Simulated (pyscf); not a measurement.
O=SnH–F (SMILES [O]=[SnH][F]), singlet

Gas-phase minimum from PySCF at ωB97X-D3(BJ)/def2-SVP, one conformer. O=SnH–F lies 72.4 kcal/mol over its isomer HO–Sn:–F [singlet], and others may lie lower still (electronic energy, ωB97M-D3(BJ)). 

```
Sn
O 1 1.8237
F 1 1.9362 2 121.09
H 1 1.6935 2 138.33 3 179.72
```
Charge 0, spin multiplicity 1.

Properties at ωB97X-D3(BJ)/def2-SVP:

```
Item                                                                                                                                                Value
---------------------------------------------------------------------------------------------------------------------  ----------------------------------
Harmonic wavenumbers, unscaled                                                                                         182, 395, 608, 649, 870, 2008 cm⁻¹
Zero-point energy                                                                                                                            6.7 kcal/mol
Rotational symmetry number                                                                                                                              1
Entropy of this conformer at 298 K and 1 atm, rigid rotor and harmonic oscillator, modes under 100 cm⁻¹ raised to 100                     290.3 J/(mol K)
Dipole moment                                                                                                                                      3.91 D
```

Single-point totals, which compare only within one level (frozen core for MP2 and CC):

```
level                   total energy (hartree)
----------------------  ----------------------
ωB97X-D3(BJ)/def2-TZVP              -390.10000
PBE/def2-TZVP                       -389.85571
r²SCAN/def2-TZVP                    -390.02487
B3LYP-D3(BJ)/def2-TZVP              -390.09613
PBE0-D3(BJ)/def2-TZVP               -389.84585
M06-2X/def2-TZVP                    -389.88335
ωB97M-D3(BJ)/def2-TZVP              -390.08240
HF/def2-TZVPP                       -388.25937
MP2/def2-TZVPP                      -389.08521
CCSD/def2-TZVPP                     -389.06889
CCSD(T)/def2-TZVPP                  -389.10135
```

The CCSD(T) − MP2 part came from Ansatz, without density fitting, on the same reference. The frozen core leaves the outer d or s,p core shells of the metals and heavy elements correlated in the MP2 and CC values, and def2-TZVPP describes them poorly, so these totals are far from the basis limit. Elements past Kr carry the def2 core potentials, without spin-orbit coupling.
